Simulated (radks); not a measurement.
Values are calculated unless marked as measured or tabulated.
Ag III, 45 electrons, occupied as [Kr] 4d9. Code: a radial shooting solver on a logarithmic mesh with Libxc functionals. Model: scalar-relativistic Kohn-Sham, BLYP, spin-polarised, spherical densities, point nucleus; open shells are filled with parallel spins first (spin-orbit coupling, left out, can overturn this in heavy ions).

Normalised radial functions P(r) = r R(r), r in bohr:

```
   r/bohr * 4s up, o 4p down, + 4d up (the largest magnitude, 1.23, reaches the edge; | marks zero, & curves that meet)
 0.001065                             &*
 0.001386                             &*
 0.001805                             & *
  0.00237                             & *
 0.003086                             &  *
 0.004018                             &  *
 0.005232                             &   *
 0.006867                             +o   *
 0.008942                             +o   *
  0.01164                             +o    *
  0.01516                             + o   *
   0.0199                             +  o  *
  0.02591                             +   &
  0.03374                             |+*   o
  0.04394                           * |+     o
  0.05767                       *     | +      o
  0.07509                    *        |  +     o
  0.09778                   *         |    + o
   0.1273                       *     | o    +
   0.1671                        o    | *      +
   0.2176                  o          |         +*
   0.2834               o             |        +     *
    0.369                     o       |   +    *
   0.4805                       * +   |   o
   0.6306        *        +           |                 o
   0.8212  *       +                  |                        o
    1.069       * +                   |                      o
    1.392           +    *            |              o
    1.828                +       *    |      o
     2.38                      +     *| o
    3.099                          +  *o
    4.035                            +&
```

4s up: eigenvalue -117.86 eV, 3 radial nodes at r = 0.0391, 0.157, 0.438 bohr, <r> = 0.909 bohr, 90 % of the charge inside 1.32 bohr. 4p down: eigenvalue -80.457 eV, 2 radial nodes at r = 0.139, 0.443 bohr, <r> = 0.994 bohr, 90 % of the charge inside 1.47 bohr. 4d up: eigenvalue -29.140 eV, 1 radial node at r = 0.430 bohr, <r> = 1.31 bohr, 90 % of the charge inside 2.07 bohr.
